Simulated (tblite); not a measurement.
Compound: C6H6F3 (charge +1).
Bonds: F1–C2, C2–F3, C2–F4, C2–C5, C5–C6, C6–C7 (double), C7–C8, C8–C9, C5–C9. Hydrogens: H10 on C6; H11 on C7; H12, H13 on C8; H14, H15 on C9.
Bond orders are those of one Lewis drawing.

Computed with GFN2-xTB (tblite), gas phase: L-BFGS steps from a force-field or distance-geometry start until the largest atomic force falls under 0.01 eV/Å.

Step 1: E = -805.3795 eV
```
atom  x, y, z in Å  |  force x, y, z in eV/Å
F1      2.5079   -0.8539   -0.9974   -0.213   0.178   0.113
C2      2.0371    0.2857   -0.4740   -0.060  -0.102   0.146
F3      2.3221    1.2766   -1.3013   -0.122  -0.015  -0.057
F4      2.6938    0.5067    0.6703   -0.154  -0.087  -0.041
C5      0.5285    0.1721   -0.1991    0.796   0.109  -0.291
C6     -0.4299    0.9911   -0.7553   -1.142  -0.461   0.552
C7     -1.6911    0.5710   -0.2682    1.307   0.012  -0.145
C8     -1.5299   -0.5611    0.6330   -0.246   0.082  -0.026
C9     -0.0349   -0.8422    0.6866   -0.242   0.045  -0.043
H10    -0.3077    1.8150   -1.4296    0.256   0.080  -0.115
H11    -2.6097    1.0458   -0.5486   -0.297   0.002   0.030
H12    -1.9384   -0.3320    1.6338   -0.126  -0.138  -0.246
H13    -2.0974   -1.4359    0.2683   -0.075   0.207   0.204
H14     0.3553   -0.7625    1.7165    0.127  -0.134  -0.253
H15     0.1897   -1.8684    0.3431    0.190   0.222   0.172
```

Step 2: E = -805.4106 eV
```
atom  x, y, z in Å  |  force x, y, z in eV/Å
F1      2.5049   -0.8512   -0.9958   -0.131   0.031   0.047
C2      2.0382    0.2847   -0.4726   -0.100   0.014   0.054
F3      2.3203    1.2759   -1.3016   -0.084   0.016  -0.068
F4      2.6915    0.5055    0.6694   -0.075  -0.056   0.065
C5      0.5360    0.1736   -0.2026    0.331  -0.044  -0.074
C6     -0.4404    0.9855   -0.7489   -0.120   0.109  -0.039
C7     -1.6774    0.5697   -0.2685   -0.030   0.126  -0.085
C8     -1.5325   -0.5595    0.6319   -0.052  -0.022   0.038
C9     -0.0381   -0.8405    0.6855   -0.038   0.056  -0.079
H10    -0.3046    1.8159   -1.4310    0.157  -0.184   0.111
H11    -2.6132    1.0457   -0.5481    0.122  -0.183   0.134
H12    -1.9400   -0.3337    1.6308   -0.146  -0.099  -0.179
H13    -2.0984   -1.4333    0.2709   -0.111   0.151   0.154
H14     0.3571   -0.7643    1.7135    0.110  -0.115  -0.233
H15     0.1923   -1.8661    0.3452    0.166   0.202   0.153
```

Question: Estimate the geometry and energy of step 3. (The exact step hangs on the optimiser's Hessian estimate; all steps are aligned on step 2, rigid shifts and turns removed.)

Answer: E = -805.4191 eV, largest force 0.227 eV/Å
```
atom  x, y, z in Å  |  force x, y, z in eV/Å
F1      2.5021   -0.8501   -0.9946   -0.085  -0.026   0.017
C2      2.0371    0.2848   -0.4715   -0.014   0.062  -0.005
F3      2.3186    1.2760   -1.3027   -0.068   0.006  -0.040
F4      2.6898    0.5044    0.6702   -0.047  -0.035   0.083
C5      0.5423    0.1731   -0.2044   -0.157   0.036  -0.043
C6     -0.4436    0.9863   -0.7485    0.216  -0.022   0.012
C7     -1.6760    0.5713   -0.2697   -0.090   0.005   0.020
C8     -1.5338   -0.5595    0.6322    0.052   0.056  -0.055
C9     -0.0394   -0.8390    0.6839    0.029   0.097  -0.096
H10    -0.3014    1.8130   -1.4294    0.140  -0.104   0.051
H11    -2.6117    1.0426   -0.5458    0.050  -0.127   0.099
H12    -1.9427   -0.3357    1.6274   -0.157  -0.063  -0.088
H13    -2.1004   -1.4303    0.2739   -0.134   0.082   0.106
H14     0.3593   -0.7665    1.7092    0.111  -0.090  -0.172
H15     0.1955   -1.8625    0.3481    0.155   0.124   0.110
```

The energy changes by -0.0085 eV. The first-order estimate −F·Δx gives -0.0122 eV and the mean of the old and new forces, exact on a quadratic surface, -0.0084 eV. The step makes an angle of 13° with the force vector and moves no atom by more than 0.007 Å.

What follows is the cost of the whole relaxation. Hardware: Arm Neoverse N1, one thread, shared host. Cost: 0.2 s wall.
